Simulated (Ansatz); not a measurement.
Stepwise reaction of `[CH3][Al]([F])[F]` with water, as a gas-phase model of exchange steps in deposition or etching. ΔE in kJ/mol.

Isolated molecules relaxed with PBE0-D4/def2-TZVP in Ansatz; ΔE leaves out vibrations. CBS: MP2 limit from def2 TZ/QZ plus the TZ coupled-cluster correction, frozen cores. This one scheme is used for every species. DFT in def2-TZVPP. B3LYP here is the variant with VWN-RPA as its local correlation; programs differ in this. One conformer a species, not always the lowest.

```csv
step,reaction,PBE-D4,B3LYP-D4,ωB97M-V,CCSD(T)/CBS
1,`[CH3][Al]([F])[F]` + H₂O → `[CH3][Al]([OH])[F]` + H–F,45.4,47.0,46.6,47.4
```

(1) Give the row of step 2, `[CH3][Al]([OH])[F]` + H₂O → `[CH3][Al]([OH])[OH]` + H–F. (An estimate is asked.)

(2) By hand: ΔE of the 2 steps together at CCSD(T)/CBS.

Answers

(1) The calculation gave: 
```tsv
step	reaction	PBE-D4	B3LYP-D4	ωB97M-V	CCSD(T)/CBS
2	`[CH3][Al]([OH])[F]` + H₂O → `[CH3][Al]([OH])[OH]` + H–F	53.1	54.8	54.6	54.0
```

(2) (47.4) + (54.0) = 101.4 kJ/mol, or 50.7 kJ/mol a step.

In ΔE each step is higher than the one before. All are uphill at CCSD(T)/CBS. PBE-D4 differs from CCSD(T)/CBS by -2.0 to -0.9 kJ/mol a step. Isolated molecules leave out the surface, adducts and barriers. Largest T1 diagnostic: 0.012.
